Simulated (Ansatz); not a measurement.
Calculated with Ansatz (gas phase, PBE0-D4/def2-TZVP geometries, no zero-point term in ΔE). CCSD(T)/CBS is the MP2 limit (def2-TZVPP, def2-QZVPP) plus CCSD(T) − MP2 in def2-TZVPP, frozen cores. DFT in def2-TZVPP. One conformer a species, not always the lowest.

Reaction (substitution at a C–C bond): `CC[Si](F)(F)Cl` + `CB(N)N` → `CNB(C)N` + `C[Si](F)(F)Cl`

| level | ΔE (eV) |
| --- | --- |
| PBE | 0.25 |
| HF/def2-TZVPP | 0.26 |
| MP2/def2-TZVPP | 0.29 |
| HF/CBS(def2) | 0.26 |

Q: What does CCSD(T)/CBS give? (Estimate.)

A: Ansatz gave: +0.28 eV. The listed levels differ from it by -0.03, -0.02, 0.01, -0.02 eV.

Largest T1 diagnostic among the species: 0.011.
